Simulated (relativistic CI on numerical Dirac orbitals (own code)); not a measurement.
Computed by Dirac-Coulomb-Breit CI, KLI orbitals optimised for each configuration, QED by a radiative potential, unscaled Slater integrals (own radial code, finite nucleus).

The strongest absorption lines from the ground level of an ion, among the configurations computed and to levels below about 6670 eV (vacuum wavelength in Å, gf): 1.8598 (0.016), 1.8825 (0.028), 1.9259 (0.057), 1.9268 (0.0034), 2.0268 (0.15), 2.0291 (0.009), 2.3824 (0.74), 2.3940 (0.042).

Problem. Which ion is it?
A. K17+
B. Mn23+
C. V19+
D. V21+

Solution. D. V21+ has 2 electrons and the ground level 1s² ¹S0; the strongest line goes to 1s2p ¹P°1. The pattern of lines fixes the number of electrons, and along that sequence the line energies rise steadily with the charge (about as its square where n changes within one kind of shell, about linearly where n is kept but much faster in heavy ions where fine structure, which grows about as Z⁴, sets the gap, and irregularly where shells cross), which fixes Z. Configurations outside the model, such as inner-shell arrays, can give stronger lines. At this charge energies of transitions that change n are usually good to better than 1 %, and those within a shell (Δn = 0) to a few per cent.

LS names give the leading component of a level, which can be under half, so a name can repeat, a term be missing and a line seem to break the LS rules.
